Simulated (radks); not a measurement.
Nd40+, 20 electrons, occupied as [Ar] 3d2 (the NIST ground configuration). All-electron calculation, Dirac Kohn-Sham, LDA (Slater exchange, Perdew-Zunger correlation), spin-unpolarised, spherical densities, point nucleus; open shells fill j = l - 1/2 first. Program: a radial shooting solver on a logarithmic mesh with Libxc functionals.

Normalised radial functions P(r) = r R(r) (large component), r in bohr:

```
   r/bohr * 3p3/2, o 3d5/2, + 4s1/2 (the largest magnitude, 2.24, reaches the edge; | marks zero, & curves that meet)
 0.001703                             & +
 0.001921                             & +
 0.002165                             &  +
 0.002442                             &  +
 0.002731                             &  +
 0.003079                             &   +
 0.003472                             &   +
 0.003914                             &   +
 0.004413                             o*  +
 0.004976                             o*   +
 0.005566                             o*   +
 0.006275                             o*   +
 0.007075                             o*    +
 0.007978                             o *   +
 0.008995                             o *   +
  0.01014                             o  *  +
  0.01143                             o  *  +
  0.01279                             o   * +
  0.01442                             o    *+
  0.01626                             o    +*
  0.01833                             |o  +  *
  0.02067                             |o  +   *
   0.0233                             |o +     *
  0.02607                             |&        *
  0.02939                             + o         *
  0.03314                           + | o          *
  0.03736                         +   |  o          *
  0.04212                       +     |   o          *
   0.0475                      +      |    o          *
  0.05312                     +       |     o         *
   0.0599                    +        |       o       *
  0.06753                   +         |         o    *
  0.07614                    +        |           o*
  0.08585                      +      |        *     o
   0.0968                        +    |    *           o
   0.1083                            +*                   o
   0.1221                        *    |  +                  o
   0.1376                  *          |      +                o
   0.1552            *                |          +              o
    0.175       *                     |            +             o
   0.1973    *                        |             +            o
   0.2224  *                          |           +            o
   0.2488  *                          |       +              o
   0.2805     *                       |+                  o
   0.3163        *              +     |               o
   0.3566             *  +            |            o
   0.4021           +     *           |        o
   0.4533        +            *       |     o
   0.5071        +               *    |   o
   0.5717           +               * | o
   0.6446               +            *|o
   0.7268                   +         &
   0.8195                       +     &
   0.9239                          +  &
    1.033                            +&
    1.165                             &
    1.314                             &
    1.481                             &
```

3p3/2: eigenvalue -3128.6 eV, 1 radial node at r = 0.109 bohr, <r> = 0.246 bohr, 90 % of the charge inside 0.365 bohr. 3d5/2 (empty): eigenvalue -2888.4 eV, 0 radial nodes, <r> = 0.217 bohr, 90 % of the charge inside 0.332 bohr. 4s1/2 (empty): eigenvalue -1730.7 eV, 3 radial nodes at r = 0.0289, 0.113, 0.288 bohr, <r> = 0.476 bohr, 90 % of the charge inside 0.671 bohr.
